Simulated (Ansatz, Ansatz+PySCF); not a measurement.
```xyz
8

C     0.6678    0.7833    0.0000
C    -0.6678    0.7833    0.0000
C    -0.6678   -0.7833    0.0000
C     0.6678   -0.7833    0.0000
H     1.4408    1.5532    0.0000
H    -1.4408    1.5532    0.0000
H    -1.4408   -1.5532    0.0000
H     1.4408   -1.5532    0.0000
```

Basis set: def2-SVP (spherical functions). Correlated methods keep 4 orbitals frozen. Charge 0, multiplicity 1.

Computed with Ansatz (development build ahead of 0.2.0); each method stands on the lowest determinant of its kind that the runs found. Restricted open shells among the atoms or ions are ROHF, correlated in semicanonical orbitals with singles. Restricted functionals stand beside restricted open-shell atoms, which can lie above the unrestricted atoms usual in DFT and then raise those values.

The atomization energy at this shape (free ground-state atoms in the same class of orbitals less the molecule, no zero-point energy) of singlet C4H4:

| method | atomization energy |
| --- | --- |
| ωB97X (unrestricted) | 35.72 eV |
| ωB97X (restricted) | 36.01 eV |
| r²SCAN (unrestricted) | 35.89 eV |
| r²SCAN (restricted) | 36.09 eV |
| PBE0 (unrestricted) | 36.27 eV |
| PBE0 (restricted) | 36.43 eV |
| PBE (unrestricted) | 37.06 eV |
| RHF-CCSD(T) | 34.15 eV |
| RHF-MP2 | 34.68 eV |
| UHF-MP2 | 33.80 eV |
| UHF | 26.61 eV |
| RHF | 26.31 eV |

(1) What does PBE (restricted) give?

Results:

(1) 37.20 eV. Caution for ωB97X (unrestricted), PBE0 (unrestricted), UHF-MP2, UHF: the determinant breaks the point group. Caution for PBE0 (unrestricted): the unrestricted determinant is spin contaminated. Caution for RHF-CCSD(T), RHF-MP2, RHF: an unrestricted determinant lies well below. Caution for UHF-MP2: another reference gives a lower total. Caution for UHF-MP2, UHF: the unrestricted determinant is a mixture of spin states.
